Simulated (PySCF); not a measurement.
Simulation results for H3NOSi, H4NOSi, AlH4N2Si, H3NOSi2

All values are calculated (PySCF 2.14.0). Calculation on a computer-drawn molecule: the log of a Hartree-Fock and frozen-core CCSD(T) single point meant for a local Hartree-Fock minimum, with one planted fault or none, to be diagnosed. Offsets are logged minus clean, where the clean run is the same molecule without the fault. The reference is restricted for singlets and unrestricted otherwise, and also for a bond in bohr or an excited solution. Adding or removing an electron swaps singlet and doublet. The excited solution moves the top pair (singlet) or top alpha electron (doublet) to the lowest empty orbital. Highest occupied and lowest empty are orbital energies over both spins, largest force is the largest gradient component, triples share is (T) over the correlation energy, the T1 limit is 0.02 restricted and 0.045 unrestricted, electrons count all cores, a negative frequency is imaginary (commonest isotopes), and the dipole is about the centre of nuclear charge.

Common to all runs: meant charge 0; meant basis cc-pV(D+d)Z; logged SCF converged yes; possible faults no fault, one electron removed, one electron added, multiplicity raised by two, geometry at a saddle point, SCF held on an excited solution, minimal basis STO-3G, one bond length entered in bohr, all coordinates scaled.

```yaml
- entry: 1
  formula: H3NOSi
  logged_structure:
    atoms_angstrom:
      - ["N", 1.5893, -0.3717, 1.9793]
      - [Si, 0.6255, -1.4312, 1.1253]
      - [O, -0.8401, -1.6601, 1.3218]
      - [H, 2.5689, -0.2535, 1.8099]
      - [H, 1.24, 0.211, 2.7158]
      - [H, 1.4788, -2.1044, 0.1384]
  given:
    meant_multiplicity: 1
    logged_electrons: 32
    logged_basis_functions: 66
    logged_spin_squared: 0.0
    "logged_highest_occupied [eV]": -11.468
    "logged_lowest_empty [eV]": 3.2386
    "logged_largest_force [hartree/bohr]": 8.6884e-06
    "logged_lowest_frequency [cm^-1]": 334.47
    logged_T1_diagnostic: 0.018592
    logged_D1_diagnostic: 0.060512
    logged_triples_share: 0.027411
    logged_CC_converged: "yes"
    "logged_dipole_magnitude [debye]": 5.2829
    logged_SCF_stable_within_its_kind: "yes"
    "logged_energy_HF [hartree]": -420.03339
    "logged_energy_CCSD(T) [hartree]": -420.51723
    drawn_bonds_atom: [1, 2, 1, 1, 2]
    drawn_bonds_other_atom: [2, 3, 4, 5, 6]
    drawn_bonds_order: [1, 2, 1, 1, 1]
  results:
    planted_fault: "no fault"
    "HF_energy_offset_from_clean_run [kcal/mol]": 0.0
    "CCSD(T)_energy_offset_from_clean_run [kcal/mol]": 0.0
- entry: 2
  formula: H4NOSi
  logged_structure:
    atoms_angstrom:
      - ["N", 0.3167, 2.1973, -0.769]
      - [Si, -1.1915, 1.4571, -0.3851]
      - [O, -1.176, -0.1146, -0.8975]
      - [H, 1.1588, 1.8626, -0.3372]
      - [H, 0.3492, 3.1971, -0.8529]
      - [H, -2.221, 2.2731, -1.0854]
      - [H, -0.8211, -0.2871, -1.7589]
  given:
    meant_multiplicity: 2
    logged_electrons: 34
    logged_basis_functions: 71
    logged_spin_squared: 0.0
    "logged_highest_occupied [eV]": 0.67671
    "logged_lowest_empty [eV]": 9.7624
    "logged_largest_force [hartree/bohr]": 0.11322
    logged_T1_diagnostic: 0.013214
    logged_D1_diagnostic: 0.04101
    logged_triples_share: 0.02259
    logged_CC_converged: "yes"
    "logged_dipole_magnitude [debye]": 4.9839
    logged_SCF_stable_within_its_kind: "yes"
    "logged_energy_HF [hartree]": -420.5517
    "logged_energy_CCSD(T) [hartree]": -421.06005
    drawn_bonds_atom: [1, 2, 1, 1, 2, 3]
    drawn_bonds_other_atom: [2, 3, 4, 5, 6, 7]
    drawn_bonds_order: [1, 1, 1, 1, 1, 1]
  results:
    planted_fault: "one electron added"
    "HF_energy_offset_from_clean_run [kcal/mol]": 37.46
    "CCSD(T)_energy_offset_from_clean_run [kcal/mol]": 19.62
  notes: ["highest electron not bound in this basis"]
- entry: 3
  formula: AlH4N2Si
  logged_structure:
    atoms_angstrom:
      - ["N", 0.0209, 0.3563, 1.2512]
      - [Si, -0.1661, 0.5438, -0.4022]
      - ["N", -0.4578, -0.5719, -1.4522]
      - [Al, -0.8865, -1.7306, -2.6846]
      - [H, -0.0409, -0.5298, 1.7138]
      - [H, 0.2172, 1.1157, 1.873]
      - [H, 0.0013, 1.9778, -0.6811]
      - [H, 0.2639, -2.5284, -3.4672]
  given:
    meant_multiplicity: 2
    logged_electrons: 46
    logged_basis_functions: 94
    logged_spin_squared: 0.0
    "logged_highest_occupied [eV]": 0.5707
    "logged_lowest_empty [eV]": 7.3094
    "logged_largest_force [hartree/bohr]": 0.056339
    logged_T1_diagnostic: 0.022302
    logged_D1_diagnostic: 0.083351
    logged_triples_share: 0.034351
    logged_CC_converged: "yes"
    "logged_dipole_magnitude [debye]": 14.391
    logged_SCF_stable_within_its_kind: "yes"
    "logged_energy_HF [hartree]": -642.05505
    "logged_energy_CCSD(T) [hartree]": -642.61527
    drawn_bonds_atom: [1, 2, 3, 1, 1, 2, 4]
    drawn_bonds_other_atom: [2, 3, 4, 5, 6, 7, 8]
    drawn_bonds_order: [1, 1, 2, 1, 1, 1, 1]
  results:
    planted_fault: "one electron added"
    "HF_energy_offset_from_clean_run [kcal/mol]": 32.03
    "CCSD(T)_energy_offset_from_clean_run [kcal/mol]": 7.451
  notes: ["T1 above single-reference limit", "highest electron not bound in this basis"]
- entry: 4
  formula: AlH4N2Si
  logged_structure:
    atoms_angstrom:
      - ["N", 0.0209, 0.3563, 1.2512]
      - [Si, -0.1661, 0.5438, -0.4022]
      - ["N", -0.4578, -0.5719, -1.4522]
      - [Al, -0.8865, -1.7306, -2.6846]
      - [H, -0.0409, -0.5298, 1.7138]
      - [H, 0.2172, 1.1157, 1.873]
      - [H, 0.0013, 1.9778, -0.6811]
      - [H, 0.2639, -2.5284, -3.4672]
  given:
    meant_multiplicity: 2
    logged_electrons: 45
    logged_basis_functions: 94
    logged_spin_squared: 0.8683
    "logged_highest_occupied [eV]": -4.3398
    "logged_lowest_empty [eV]": -0.36808
    "logged_largest_force [hartree/bohr]": 0.032031
    "logged_dipole_magnitude [debye]": 4.6093
    logged_SCF_stable_within_its_kind: "no"
    "logged_energy_HF [hartree]": -642.0104
    drawn_bonds_atom: [1, 2, 3, 1, 1, 2, 4]
    drawn_bonds_other_atom: [2, 3, 4, 5, 6, 7, 8]
    drawn_bonds_order: [1, 1, 2, 1, 1, 1, 1]
  results:
    planted_fault: "SCF held on an excited solution"
    "HF_energy_offset_from_clean_run [kcal/mol]": 60.05
  notes: ["coupled-cluster numbers left out as unreliable"]
- entry: 5
  formula: H3NOSi2
  logged_structure:
    atoms_angstrom:
      - ["N", 1.1666, 0.2127, -0.2741]
      - [Si, -0.0522, -0.3932, 0.7084]
      - [O, 0.1598, -1.3968, 1.8076]
      - [Si, -2.2498, 0.4742, 0.3644]
      - [H, 1.0369, 0.8863, -1.0029]
      - [H, 2.1201, -0.0876, -0.1857]
      - [H, -2.5732, -0.6568, -0.5884]
  given:
    meant_multiplicity: 1
    logged_electrons: 46
    logged_basis_functions: 89
    logged_spin_squared: 2.014
    "logged_highest_occupied [eV]": -8.7819
    "logged_lowest_empty [eV]": -0.58695
    "logged_largest_force [hartree/bohr]": 0.024047
    logged_T1_diagnostic: 0.027229
    logged_D1_diagnostic: 0.13184
    logged_triples_share: 0.032297
    logged_CC_converged: "yes"
    "logged_dipole_magnitude [debye]": 5.2968
    logged_SCF_stable_within_its_kind: "yes"
    "logged_energy_HF [hartree]": -708.89369
    "logged_energy_CCSD(T) [hartree]": -709.45334
    drawn_bonds_atom: [1, 2, 2, 1, 1, 4]
    drawn_bonds_other_atom: [2, 3, 4, 5, 6, 7]
    drawn_bonds_order: [1, 2, 1, 1, 1, 1]
  results:
    planted_fault: "multiplicity raised by two"
    "HF_energy_offset_from_clean_run [kcal/mol]": 10.75
    "CCSD(T)_energy_offset_from_clean_run [kcal/mol]": 22.05
```
